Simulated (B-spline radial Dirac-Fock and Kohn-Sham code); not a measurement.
# Run log: Xe⁺

ΔSCF core binding energies without Breit or QED terms, calculated with an atomic code on a B-spline grid. Keys: rel is the Hamiltonian (dirac, or spin-free x2c and nr, where L3 and M5 stand for the whole 2p and 3d shells), method is hf or an exchange,correlation pair (spin-unpolarised, also for the hole states), nuc the nuclear model, radius_factor scales its radius, rmax is the box in bohr, h the logarithmic mesh step, order the B-spline order, points the quadrature points per cell, c_factor scales the speed of light, and damp, ndamp, maxit and tol steer the iteration. The run stops when the commutator error falls below 10·tol·max(1, Z/10), or the numerical noise floor, and the energy has settled to about 1e-8 Ha; the virial ratio is −V/T.

Input (task.json):

```json
{"items": [{"Z": 54, "q": 1, "cfg": [[1, 0, 2], [2, 0, 2], [2, 1, 6], [3, 0, 2], [3, 1, 6], [3, 2, 10], [4, 0, 2], [4, 1, 6], [4, 2, 10], [5, 0, 2], [5, 1, 5]], "A": 132, "rrms": 4.7859, "do": "settings", "holes": ["K", "L3", "M5"],
  "settings": [{"rel": "dirac", "method": "hf", "nuc": "fermi", "radius_factor": 0.5, "rmax": 45.0, "h": 0.3, "order": 8, "points": 10, "c_factor": 10.0, "maxit": 60, "damp": 0.2, "ndamp": 3, "tol": 1e-08}]}]}
```

Command: `python xray2_run.py task.json out`

Ground-state iterations:

```
iter   energy (Ha)        error
   1    -7227.23050100  2.03e+00
   2    -7231.86351623  3.25e-01
   3    -7233.58211060  8.32e-02
   4    -7233.66981919  1.82e-02
   5    -7233.67351704  9.51e-03
   6    -7233.67477553  4.52e-04
   7    -7233.67477809  4.23e-05
   8    -7233.67477811  4.84e-06
   9    -7233.67477811  9.08e-07
```

The ground state converged in 9 iterations, with total energy -7233.67478 Ha, virial ratio 1.99946 and highest orbital energy -21.39 eV. ΔSCF binding energies: K (1s) 33276.7 eV, L3 (2p3/2) 4809.9 eV, M5 (3d5/2) 703.3 eV.
